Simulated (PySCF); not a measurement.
Values are calculated unless marked as measured or tabulated.
# SiBH6O4(-)

SiBH6O4(-) is a small molecule, charge -1, singlet. The structure, one conformer, was relaxed in the gas phase by PBE0-D3(BJ)/def2-SVP. No frequency run checks that it is a minimum.

SMILES: O[B-](O)(O)O[SiH3]

```xyz
12

O     0.224   -0.664    1.144
B     0.626    0.557    0.379
O     0.064    1.698    1.082
O     2.058    0.727    0.206
O     0.009    0.317   -0.971
Si   -1.055   -0.935   -0.890
H    -0.249   -0.338    1.915
H     0.578    2.456    0.794
H     2.268    0.259   -0.605
H    -2.244   -0.821    0.031
H    -0.516   -2.339   -0.806
H    -1.724   -0.946   -2.262
```
Atoms count from 1 in this order.

Shieldings: GIAO PBE0/aug-pcSseg-2.  Core levels by delta-SCF with SCAN, aug-pcX-2 on the ionised atom and aug-pcseg-1 elsewhere, spin-free X2C (2p3/2 is the spin-free 2p value less a third of a first-order spin-orbit splitting); from the vacuum level, for chosen atoms.

(1) Give the shieldings and core levels atom by atom.

(2) Which of O1, O3, O5 holds its core electrons tightest, and by how much against the loosest?

(3) By CAM-B3LYP/def2-SVPD (TDDFT singlets, Tamm-Dancoff triplets, ionisation by delta-SCF), where does absorption start, and what does vertical ionisation take?

Results:

(1) 
```
      atoms   bonded to  σ (ppm)  δ (ppm)  core level (eV)
         O1   1 B + 1 H    238.0        -        1s 532.91
         B2         4 O     98.5        -        1s 192.44
         O3   1 B + 1 H    263.9        -        1s 532.99
         O4   1 B + 1 H    259.1        -                -
         O5  1 B + 1 Si    245.0        -        1s 532.00
        Si6   1 O + 3 H    428.4        -     2p3/2 102.31
         H7         1 O    30.65        -                -
         H8         1 O    31.74        -                -
         H9         1 O    31.56        -                -
H10 H11 H12        1 Si    26.38        -                -
```

Values are those of this one static structure, with the three H of a rotating XH3 group averaged; atoms that internal rotation interchanges would show their mean in an NMR spectrum.

(2) O3 (bonded to 1 B + 1 H), by 1.00 eV over O5 (bonded to 1 B + 1 Si).

(3) The lowest singlet lies at 6.15 eV (f 0.009), the strongest of the first 6 at 6.66 eV (f 0.063), the lowest triplet at 5.99 eV; vertical ionisation takes 5.36 eV.

Excited states of gas-phase anions may lie above the detachment limit and hang on the basis.

The 3 runs behind this took 5.4 min in all, one thread each of Arm Neoverse V1 on a shared host, launched as `OMP_NUM_THREADS=1 python cluster_run.py task.json out`.
